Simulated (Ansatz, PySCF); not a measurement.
In(F)(Et)(OH) (C₂H₆FInO), SMILES C[CH2][In]([OH])[F]. Atoms are numbered in the order given.

```xyz
11

In     0.0704     0.1460     0.2315
F      1.1085     0.0460     1.8994
C     -0.1755    -1.6492    -0.9529
C     -1.0549    -1.5072    -2.1889
H     -0.5675    -2.3988    -0.2461
H      0.8516    -1.9595    -1.2066
H     -0.6597    -0.7634    -2.8989
H     -2.0842    -1.2070    -1.9361
H     -1.1236    -2.4656    -2.7322
O     -0.5302     2.0477     0.0683
H     -1.0543     2.1934    -0.7319
```
Charge 0, spin multiplicity 1.

Geometry: r2SCAN-D4/def2-SVP. The def2 effective core potentials stand for the cores of In; spin–orbit coupling is left out. One conformer was computed; it need not be the lowest.

Two levels are set side by side: PBE-D3(BJ)/def2-SVP (Ansatz, a first-principles code) and r2SCAN-D4/def2-SVP (Ansatz). Each level has its own optimised geometry; the coordinates shown are those of the second. Frequencies come from the Hessian of PySCF at each geometry. Differences are taken from unrounded values.

```csv
quantity,r2SCAN-D4,PBE-D3(BJ),PBE-D3(BJ) minus r2SCAN-D4
mean bond length (Å),1.414,1.424,0.011
bond In1–F2 (Å),1.967,1.986,0.019
bond In1–C3 (Å),2.165,2.181,0.017
bond In1–O10 (Å),2.001,2.023,0.022
bond C3–C4 (Å),1.524,1.527,0.003
bond C3–H5 (Å),1.102,1.109,0.007
bond C3–H6 (Å),1.102,1.109,0.007
bond C4–H7 (Å),1.102,1.109,0.007
bond C4–H8 (Å),1.102,1.109,0.007
bond C4–H9 (Å),1.104,1.112,0.008
bond O10–H11 (Å),0.968,0.977,0.010
highest harmonic wavenumber (cm⁻¹),3831,3702,-129
mean harmonic wavenumber (cm⁻¹),1281,1249,-32
zero-point energy (kcal/mol),49.45,48.20,-1.25
```
